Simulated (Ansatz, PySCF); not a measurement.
Ways to break one bond of C[SiH2]B(O)O:

A. C[SiH2]B(O)O → C[SiH2][B]O + [OH] (HO)
B. C[SiH2]B(O)O → C[SiH]B(O)O + H atom
C. C[SiH2]B(O)O -> [CH2][SiH2]B(O)O + H atom
D. C[SiH2]B(O)O -> C[SiH2] + O[B]O
E. C[SiH2]B(O)O → OB(O)[SiH2] + [CH3] (CH3)

Quantity: bond dissociation energy (enthalpy at 298 K, with B3LYP-D3(BJ) rigid-rotor harmonic-oscillator terms), kJ/mol. Geometries: B3LYP-D3(BJ)/def2-TZVP minima from Ansatz (a program for electronic structure), one conformer each, not searched for the lowest. Frequencies are from Ansatz or PySCF. Correlated levels leave the core frozen unless marked. UHF or UKS for open shells. Spin-orbit coupling is left out. Non-relativistic. CBS(X,Y): correlation extrapolated as X^-3; Hartree-Fock from the larger set. [CCSD(T)-MP2]/basis is that difference in the basis named.

```
   RI-HF/cc-pV(T+d)Z (Ansatz)  RI-HF/cc-pV(Q+d)Z (Ansatz)  CCSD(T)/cc-pV(T+d)Z (Ansatz)  RI-MP2/CBS(cc-pV(T+d)Z,cc-pV(Q+d)Z)+[CCSD(T)-MP2]/cc-pV(T+d)Z (Ansatz)
-  --------------------------  --------------------------  ----------------------------  ----------------------------------------------------------------------
A                       454.0                       452.0                         598.1                                                                     ___
B                       287.5                       288.1                         364.9                                                                     ___
C                       308.6                       308.1                         415.6                                                                     ___
D                       276.3                       274.6                         375.7                                                                     ___
E                       241.1                       240.8                         343.4                                                                     ___
```

Q: Some entries are withheld; supply them.

A: 
- A, RI-MP2/CBS(cc-pV(T+d)Z,cc-pV(Q+d)Z)+[CCSD(T)-MP2]/cc-pV(T+d)Z (Ansatz): 608.4
- B, RI-MP2/CBS(cc-pV(T+d)Z,cc-pV(Q+d)Z)+[CCSD(T)-MP2]/cc-pV(T+d)Z (Ansatz): 373.1
- C, RI-MP2/CBS(cc-pV(T+d)Z,cc-pV(Q+d)Z)+[CCSD(T)-MP2]/cc-pV(T+d)Z (Ansatz): 422.2
- D, RI-MP2/CBS(cc-pV(T+d)Z,cc-pV(Q+d)Z)+[CCSD(T)-MP2]/cc-pV(T+d)Z (Ansatz): 383.7
- E, RI-MP2/CBS(cc-pV(T+d)Z,cc-pV(Q+d)Z)+[CCSD(T)-MP2]/cc-pV(T+d)Z (Ansatz): 354.2
